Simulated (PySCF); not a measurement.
Computed with PBE-D3(BJ)/def2-TZVP // B3LYP-D3(BJ)/def2-TZVP (PySCF 2.14.0). Isolated molecules, 0 K electronic values unless said otherwise. Excitations are Tamm–Dancoff values on a coarser integration grid. The basis has no diffuse functions, so Rydberg states are missing or too high.

Reference species (SMILES): `[CH3][GaH][CH3]` (neutral, multiplicity 1).

```
Property           Result
---------------  --------
HOMO             -6.43 eV
HOMO–LUMO gap     4.66 eV
S1–T1 gap (TDA)   0.30 eV
```

Changed species: `[Ga]([CH3])([CH3])[CH3]` (0 of 3 CH3 replaced by H; the reference has 1 of 3 CH3 replaced by H).

Task: Give the shifts of the HOMO, HOMO–LUMO gap and S1–T1 gap (TDA).

Result: the HOMO rises by 0.24 eV, to -6.19 eV; the HOMO–LUMO gap rises by 0.18 eV, to 4.84 eV; the S1–T1 gap (TDA) hardly moves.
